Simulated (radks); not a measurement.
Values are calculated unless marked as measured or tabulated.
Mean orbital radii <r> (bohr) of the iodine ion I17+, [Kr], at several levels of relativity; Dirac values are averaged over j with weights 2j + 1. Spin-unpolarised spherical Kohn-Sham, PBE, point nucleus unless stated (finite: rms radius 4.75 fm), a radial shooting solver on a logarithmic mesh with Libxc functionals. A level marked "c x" has the speed of light scaled by that factor and shares open shells by 2j + 1; other Dirac levels either fill j = l - 1/2 first or share by 2j + 1.

| shell | non-rel. | scalar-rel., finite nucleus | Dirac, c x 2 | Dirac, c x 10 | change of magnitude, last against first (%) |
|---|---|---|---|---|---|
| 1s | 0.02868 | 0.02723 | 0.02833 | 0.02867 | -0.05 |
| 2s | 0.1234 | 0.1171 | 0.1217 | 0.1233 | -0.05 |
| 2p | 0.1051 | 0.1024 | 0.1044 | 0.1050 | -0.03 |
| 3s | 0.3256 | 0.3121 | 0.3222 | 0.3254 | -0.04 |
| 3p | 0.3155 | 0.3095 | 0.3140 | 0.3155 | -0.02 |
| 3d | 0.2851 | 0.2848 | 0.2850 | 0.2851 | 0.00 |
| 4s | 0.7062 | 0.6839 | 0.7008 | 0.7060 | -0.03 |
| 4p | 0.7195 | 0.7102 | 0.7171 | 0.7194 | -0.01 |
| 4d (empty) | 0.7429 | 0.7440 | 0.7432 | 0.7430 | 0.00 |
| 5s (empty) | 1.282 | 1.251 | 1.274 | 1.281 | -0.02 |
